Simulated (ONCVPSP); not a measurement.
**What the settings do to the ONCV potential of He (Z = 2)**

Base potential:

ONCVPSP 4.0.1 input, shortened (lines: element, Z, core and valence counts, functional; n l f; lmax; l rc ep ncon nbas qcut; lloc lpopt rc5 dvloc0; l nproj debl; icmod fcfact rcfact), PBE, scalar-relativistic:

```
  He 2.00    0    1        4      upf
    1    0    2.00
    1
    0    0.55    0.00    3    6    9.40
    1    0.50    0.05    5    8   17.70
    4    5    0.45    0.00
    0    1    0.90
    1    2    1.50
    0    0.00    0.00
```

Cutoffs, loose and tight: the cutoffs (Ha) at which the residual kinetic energy of the hardest occupied pseudo-wave falls to 1 and 0.1 mHa per electron. They do not see the model core or the augmentation charge, which bear on the density cutoff. Test errors are all-electron minus pseudo excitation energies from the reference, over the configurations 1s1; 1s1.5. A dash means not determined; rows that change the core or the reference have their own tests.

| change | outcome | cutoff, loose | cutoff, tight | bound ghosts | GHOST(+) flags above zero | largest test error (meV) |
| --- | --- | --- | --- | --- | --- | --- |
| base | generated | 143 Ha | 311 Ha | none | none | +8.5 |
| s: rc 0.72 | generated | 45 Ha | 163 Ha | none | none | +29 |
| s: qcut 11.1; p: qcut 20.8 | generated | 68 Ha | 278 Ha | none | none | +7.1 |
| reference 1s1.75 | generated | 161 Ha | 316 Ha | none | none | +5.6 |
| functional LDA (Perdew-Zunger) | generated | 137 Ha | 309 Ha | none | none | +7.8 |
| p: nbas 9 | generated | 143 Ha | 311 Ha | none | none | +8.5 |
| s: ncon 4, nbas 7 | generated | 242 Ha | 380 Ha | none | none | +8.9 |
| all radii scaled by about 1.31 (s 0.72, p 0.66 bohr); local potential polynomial inside 0.60 bohr (lpopt 5, dvloc0 0 Ha) | generated | 45 Ha | 163 Ha | none | none | +29 |
